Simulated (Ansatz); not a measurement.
Consider the redistribution: `[NH2][Sc]([NH2])[Cl]` + `[CH3][SnH2][SiH2]N` → `[NH2][Sc]([NH2])[NH2]` + `[CH3][SnH2][SiH2]Cl`.

Program: Ansatz. Geometries: PBE0-D4/def2-TZVP. ΔE: electronic, gas phase. CCSD(T)/CBS adds triple-zeta CCSD(T) − MP2 to the extrapolated MP2 energy (def2 sets, frozen cores). DFT in def2-TZVPP. B3LYP here is the variant with VWN-RPA as its local correlation; programs differ in this. def2 core potentials past Kr. For Sc, Sn outer-core shells are correlated without core-valence functions, which leaves a few kJ/mol of doubt a bond. Scalar relativity is left out up to krypton. Each species was taken in one conformer, which may not be the lowest.

`[NH2][Sc]([NH2])[Cl]`:

Z-matrix (Å, degrees):
```
N
Sc 1 1.968
H 1 1.013 2 126.1
H 1 1.013 2 126.4 3 180.0
N 2 1.968 1 116.5 3 -180.0
Cl 2 2.330 1 121.8 3 -0.0
H 5 1.013 2 126.1 1 180.0
H 5 1.013 2 126.4 1 0.0
```

`[CH3][SnH2][SiH2]N`:

```xyz
13

C     1.013   -1.464    1.355
Sn   -0.814   -0.391    0.982
Si   -0.799    0.671   -1.370
N     0.499    1.769   -1.683
H     1.867   -0.793    1.253
H     1.118   -2.282    0.642
H     1.005   -1.873    2.366
H    -0.959    0.822    2.190
H    -2.125   -1.476    1.204
H    -0.695   -0.420   -2.378
H    -2.078    1.405   -1.576
H     1.426    1.396   -1.816
H     0.542    2.636   -1.171
```

`[NH2][Sc]([NH2])[NH2]`:

Cartesian coordinates in Å:
```
N -0.599 -0.426 1.854
Sc -0.003 0.004 0.000
N -1.051 -0.657 -1.564
N 1.647 1.086 -0.291
H -1.413 -0.968 2.116
H -0.142 -0.148 2.713
H -0.839 -0.503 -2.542
H -1.896 -1.214 -1.530
H 2.253 1.466 0.427
H 2.042 1.359 -1.182
```

`[CH3][SnH2][SiH2]Cl`:

Z-matrix (Å, degrees):
```
C
Sn 1 2.141
H 1 1.090 2 109.9
H 1 1.090 2 109.9 3 120.2
H 1 1.090 2 109.4 3 -120.0
Si 2 2.567 1 109.1 3 174.7
H 2 1.710 1 109.9 3 54.8
H 2 1.713 1 110.2 3 -64.3
Cl 6 2.071 2 108.1 1 -47.2
H 6 1.486 2 112.3 1 70.6
H 6 1.485 2 113.4 1 -166.0
```

Question: Is it downhill or uphill in electronic energy at CCSD(T)/CBS, and by how much? (Best estimate.)

Answer: Computed: Uphill: ΔE = +0.77 eV.

Question: What do these levels give: PBE-D4, B3LYP-D4, HF/def2-TZVPP, SCS-MP2/def2-TZVPP, CCSD(T)/def2-TZVPP, MP2/CBS(def2)? (Estimate.)

Answer: Ansatz gave: PBE-D4 0.74, B3LYP-D4 0.79, HF/def2-TZVPP 0.94, SCS-MP2/def2-TZVPP 0.79, CCSD(T)/def2-TZVPP 0.79, MP2/CBS(def2) 0.75 eV.

Largest T1 diagnostic among the species: 0.014.

From PBE to PBE0 (25 % exact exchange), in def2-TZVPP and without D4, ΔE moves by +0.05 eV. In def2-TZVPP, CCSD(T) changes the Hartree–Fock value by −0.15 eV (the triples alone add −0.01 eV) and MP2 by −0.16 eV.
